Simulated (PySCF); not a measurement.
# M06-2X on Te⁺ (tellurium, charge +1)

Configuration: [Kr] 4d10 5s2 5p3, high-spin 4S determinant. Computed with PySCF 2.14 in aug-cc-pwCVTZ-PP with ECP28MDF, with scalar relativity through the core potential.

```json
{
 "Total energy": "-267.6137 hartree",
 "One-electron energy": "-459.2466 hartree",
 "Hartree (Coulomb) energy": "212.1039 hartree",
 "Exchange-correlation energy": "-20.4711 hartree",
 "⟨S²⟩": "3.7548",
 "⟨L²⟩": "0.000",
 "Sum of ⟨r⟩": "27.80 bohr",
 "Sum of ⟨r²⟩": "46.85 bohr²"
}
```

```
shell  electrons  mean orbital energy (hartree)  rms radius, mean of both spins (bohr)
 4s α          1                       -6.85966                                  0.821
 4s β          1                       -6.85003                                  0.821
 4p α          3                       -4.96044                                  0.884
 4p β          3                       -4.94927                                  0.884
 4d α          5                       -2.08390                                   1.04
 4d β          5                       -2.06701                                   1.04
 5s α          1                       -1.04595                                   2.20
 5s β          1                       -0.84855                                   2.20
 5p α          3                       -0.62103                                   2.59
```

Energies and moments cover only the electrons outside the core potential.
